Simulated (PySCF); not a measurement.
## Two-component Hartree-Fock for Ga²⁺ (gallium, charge +2)

Start: [Ar] 3d9 4s2; 3d3/2 filled at m_j = -3/2, -1/2, +1/2, +3/2; 3d5/2 filled at m_j = -3/2, -1/2, +1/2, +3/2, +5/2. Calculated with PySCF 2.14 in x2c-SVPall-2c with one added diffuse shell each of s, p, d type (6s7p4d, 47 functions): generalised Hartree-Fock with the X2C-1e Hamiltonian and a Gaussian nucleus; one run each with spin-orbit coupling (SO) switched off, then screened by Boettger's factors. This is a chosen level, not necessarily the ground level.

```tsv
spinor shell	electrons	ε, spin-free (eV)	ε, screened SO (eV)	weight of nominal j (screened SO)	rms radius, screened SO (bohr)
1s1/2	2	-10469.9	-10469.8	1.000	0.0561
2s1/2	2	-1373.4	-1373.4	1.000	0.236
2p1/2	2	-1195.6	-1215.0	0.999	0.209
3s1/2	2	-209.59	-209.57	1.000	0.696
3p1/2	2	-153.13	-157.12	0.957	0.723
3p3/2	4	-153.13	-151.16	0.979	0.733
3d3/2	4	-62.313	-63.132	0.840	0.835
3d5/2	5	-62.313	-61.675	0.872	0.843
4s1/2	2	-31.591	-31.589	1.000	2.24
```

(1) Where does 2p3/2 lie, and what is the 2p spin-orbit splitting (screened SO)?

```csv
quantity,spin-free,screened SO
E (hartree),-1940.35305,-1940.40989
M_J,5/2,5/2
⟨J²⟩,8.753,8.753
⟨L²⟩,6.003,6.004
⟨S²⟩,0.750,0.752
```

Each row is a mean over spinors that exchange with the open shell spreads, by up to 8.497 eV (3p3/2).

Rows whose weight is well below 1 are mixtures of j = l ± 1/2: exchange outweighs spin-orbit coupling there, and the label is only the starting occupation.

Without spin-orbit coupling the j labels of p, d and f shells carry no meaning; the spin-free column gives the mean over the occupied spinors of each nl shell.

Answers

(1) At -1186.2 eV, 28.793 eV above 2p1/2.
